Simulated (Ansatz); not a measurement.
**Nudged elastic band run: Ge$_{2}$H$_{8}$OSn**

input.yaml

```yaml
crystal:
  periodic: [false, false, false]
  atoms:
    - { symbol: O, position_ang: [-2.181383, 1.504878, -0.543674] }
    - { symbol: Ge, position_ang: [-0.927686, 1.710163, 0.697011] }
    - { symbol: Sn, position_ang: [0.295629, -0.602159, 1.109606] }
    - { symbol: Ge, position_ang: [1.265865, -1.580879, -1.146901] }
    - { symbol: H, position_ang: [-1.892966, 1.354786, -1.430236] }
    - { symbol: H, position_ang: [-1.684207, 2.19826, 1.93381] }
    - { symbol: H, position_ang: [0.066403, 2.790532, 0.234646] }
    - { symbol: H, position_ang: [-0.81602, -1.72076, 1.776299] }
    - { symbol: H, position_ang: [1.576826, -0.393536, 2.230323] }
    - { symbol: H, position_ang: [2.316383, -0.624775, -1.73234] }
    - { symbol: H, position_ang: [0.137529, -1.742095, -2.178075] }
    - { symbol: H, position_ang: [1.920625, -2.949515, -0.916468] }
basis:
  gaussian: { orbitals: def2-SVP }
hamiltonian:
  xc: hf
neb:
  order_check: false
  images: 7
  f_tol: 0.03
  max_iterations: 39
  initial_path: idpp
  final_atoms:
    - { symbol: O, position_ang: [-2.39737182, 1.23165677, -0.41290387] }
    - { symbol: Ge, position_ang: [-1.04649697, 1.66023563, 0.65665296] }
    - { symbol: Sn, position_ang: [0.45450911, -0.47564597, 1.10725841] }
    - { symbol: Ge, position_ang: [1.33255051, -1.53830778, -1.15054873] }
    - { symbol: H, position_ang: [-2.19092889, 1.02802298, -1.31154118] }
    - { symbol: H, position_ang: [-1.7128217, 2.17825538, 1.93258796] }
    - { symbol: H, position_ang: [-0.2251512, 2.78698784, 0.00393933] }
    - { symbol: H, position_ang: [-0.4569675, -1.64385136, 1.96631561] }
    - { symbol: H, position_ang: [1.79880257, -0.04052166, 2.07921532] }
    - { symbol: H, position_ang: [2.16115009, -2.80074521, -0.87635657] }
    - { symbol: H, position_ang: [2.21048184, -0.52758033, -1.90440118] }
    - { symbol: H, position_ang: [0.14924196, -1.9136063, -2.05621703] }
```

Launched with:

```bash
$ ansatz run input.yaml --threads 2 --pin off --max-ram 3072MiB --backend cpu --events-out ev --progress --plain --runs-dir out
```

Output, in part (warnings, iteration lines, the closing report on the highest movable image, with atoms numbered from 0):

```
NEB end point (image 0): max|allowed force component| = 1.129e-2 eV/Å (the criterion of neb.relax_end_points is 1.000e-2)
NEB end point (image 8): max|allowed force component| = 4.818e-3 eV/Å (the criterion of neb.relax_end_points is 1.000e-2)
NEB iter   1: max|band force component| = 1.258e0 eV/Å  barrier→ = 0.1326 eV  barrier← = 0.1326 eV  Δτ_max = 0.1911 Å  (315 SCF iters)
NEB iter   2: max|band force component| = 7.601e-1 eV/Å  barrier→ = 0.1391 eV  barrier← = 0.1391 eV  Δτ_max = 0.1497 Å  (222 SCF iters)
NEB iter   3: max|band force component| = 3.018e-1 eV/Å  barrier→ = 0.0501 eV  barrier← = 0.0502 eV  CI = image 3  Δτ_max = 0.1735 Å  (228 SCF iters)
NEB iter   4: max|band force component| = 2.547e-1 eV/Å  barrier→ = 0.0349 eV  barrier← = 0.0350 eV  CI = image 4  Δτ_max = 0.0799 Å  (223 SCF iters)
NEB iter   5: max|band force component| = 3.651e-2 eV/Å  barrier→ = 0.0183 eV  barrier← = 0.0183 eV  CI = image 4  Δτ_max = 0.0056 Å  (232 SCF iters)
NEB iter   6: max|band force component| = 1.618e-2 eV/Å  barrier→ = 0.0180 eV  barrier← = 0.0181 eV  CI = image 4  Δτ_max = 0.0000 Å  (445 SCF iters)
Total energy: -120900.81371599 eV, -4443.0229545476 hartree
Atom 0 at    -2.630455     0.605852    -0.334387 Å, force    -0.015422    -0.005925     0.005525 eV/Å
Atom 1 at    -1.377785     1.417039     0.627633 Å, force     0.007099     0.000509    -0.010148 eV/Å
Atom 2 at     0.607236    -0.268596     1.102853 Å, force     0.005159    -0.008113    -0.005146 eV/Å
Atom 3 at     1.592846    -1.281010    -1.141069 Å, force     0.013186    -0.010594     0.002375 eV/Å
Atom 4 at    -2.434642     0.423108    -1.239884 Å, force     0.016236     0.009948     0.003189 eV/Å
Atom 5 at    -2.090975     1.854493     1.908465 Å, force    -0.003895    -0.004305    -0.000557 eV/Å
Atom 6 at    -0.877763     2.655849    -0.137568 Å, force    -0.002209     0.001925    -0.002097 eV/Å
Atom 7 at     0.049442    -1.546621     2.096448 Å, force    -0.002028     0.003084     0.004473 eV/Å
Atom 8 at     1.862892     0.538474     1.946707 Å, force    -0.003007     0.004130     0.002551 eV/Å
Atom 9 at     3.093855    -0.976662    -1.251705 Å, force    -0.010008     0.000205    -0.006336 eV/Å
Atom 10 at     0.887556    -0.674078    -2.365945 Å, force    -0.002334     0.001024     0.010101 eV/Å
Atom 11 at     1.394791    -2.802948    -1.177548 Å, force    -0.002777     0.008112    -0.003929 eV/Å
Dipole moment:     0.256958     0.076866    -0.137559 e Å
```

The forces met the threshold. A vibrational analysis at the climbing image gives one clearly imaginary mode, 53i cm⁻¹: a first-order saddle point.

Final band (atoms are numbered from 1 in the order of the input):

```tsv
image	path coordinate (Å)	energy (kcal/mol)	dihedral Ge2–Sn3–Ge4–H10 (°)
0	0.00	0.0	62
1	0.60	0.0	77
2	1.21	0.2	92
3	1.81	0.3	107
4	2.42	0.4	122
5	3.02	0.4	137
6	3.62	0.2	152
7	4.22	0.1	167
8	4.82	0.0	-178
```

The run took 3.7 min on 2 threads of Arm Neoverse V1 (shared host), peak memory 0.5 GiB.
